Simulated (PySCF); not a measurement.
A calculated (r2SCAN, PySCF 2.14, x2c-TZVPPall, scalar relativity by spin-free X2C-1e) atom or ion has these occupied shells.

| shell | electrons | orbital energy (eV) | rms radius, mean of both spins (bohr) |
| --- | --- | --- | --- |
| 1s α | 1 | -27774.5 | 0.0341 |
| 1s β | 1 | -27774.4 | 0.0341 |
| 2s β | 1 | -4189.8 | 0.139 |
| 2s α | 1 | -4189.8 | 0.139 |
| 2p β | 3 | -3761.9 | 0.124 |
| 2p α | 3 | -3761.9 | 0.124 |
| 3s α | 1 | -816.01 | 0.372 |
| 3s β | 1 | -815.98 | 0.372 |
| 3p α | 3 | -674.56 | 0.373 |
| 3p β | 3 | -674.53 | 0.373 |
| 3d α | 5 | -454.26 | 0.353 |
| 3d β | 5 | -454.24 | 0.353 |
| 4s α | 1 | -140.89 | 0.905 |
| 4s β | 1 | -140.83 | 0.905 |
| 4p α | 3 | -98.577 | 0.987 |
| 4p β | 3 | -98.502 | 0.987 |
| 4d α | 5 | -37.272 | 1.27 |
| 4d β | 5 | -36.968 | 1.27 |
| 5s α | 1 | -24.391 | 2.48 |

**Question.** Name the element and its charge.

**Answer.** In²⁺ (indium, charge +2), in [Kr] 4d10 5s1, 2S determinant.
